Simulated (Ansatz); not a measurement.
`C[Se]C` + PH₃ → `C[Se]P` + CH₄ at 500 K and 1 bar (ligand exchange at the Se–C bond).

Program: Ansatz. Geometries: PBE0-D4/def2-TZVP. ΔE: electronic, gas phase. CCSD(T)/CBS is the MP2 limit (def2-TZVPP, def2-QZVPP) plus CCSD(T) − MP2 in def2-TZVPP, frozen cores. This one scheme is used for every species. For Se outer-core shells are correlated without core-valence functions, which leaves a few kJ/mol of doubt a bond. Scalar relativity is left out up to krypton. Each species was taken in one conformer, which may not be the lowest.

| species | CCSD(T)/CBS energy (Eh) | H − E (kJ/mol) | S (J/(mol·K)) |
| --- | --- | --- | --- |
| `C[Se]C` | -2480.41768 | 229.9 | 346.1 |
| PH₃ | -342.72256 | 81.5 | 231.4 |
| `C[Se]P` | -2782.70431 | 181.9 | 371.6 |
| CH₄ | -40.46206 | 135.6 | 206.8 |

H − E and S are ideal-gas, rigid-rotor, harmonic terms from PBE0-D4/def2-TZVP, for one conformer and one mirror image of each species. 1 Eh = 2625.50 kJ/mol, R = 8.31446 J/(mol·K).

Problem. By hand: ΔE, ΔH, ΔS and ΔG.

Solution. ΔE = (-2782.70431) + (-40.46206) − (-2480.41768) − (-342.72256) = -0.02613 Eh = -68.6 kJ/mol. Δ(H − E) = 181.9 + 135.6 − 229.9 − 81.5 = 6.1, so ΔH = -62.5 kJ/mol. ΔS = 371.6 + 206.8 − 346.1 − 231.4 = 0.9 J/(mol·K). ΔG = -62.5 − 500 × (0.9)/1000 = -63.0 kJ/mol.

Problem. By hand: the equilibrium constant, and the temperature at which ΔG would vanish if ΔH and ΔS stayed fixed.

Solution. log₁₀ K = −ΔG/(RT ln 10) = 6.6. ΔH and −TΔS have one sign here, so there is no such temperature.

The number of gas molecules stays the same, so ΔS is small and ΔH decides. A doubt of 5 kJ/mol in ΔE shifts log₁₀ K by 0.5 here. Other conformers and mirror images would add mixing entropy, several J/(mol·K) or more a flexible species. These are equilibria of isolated gas molecules and say nothing of rates. Largest T1 diagnostic: 0.013 (customary marks: 0.02 for closed shells, 0.045 for open ones).

ΔS is within the doubt of such terms, so its sign, and with it that verdict, could turn.
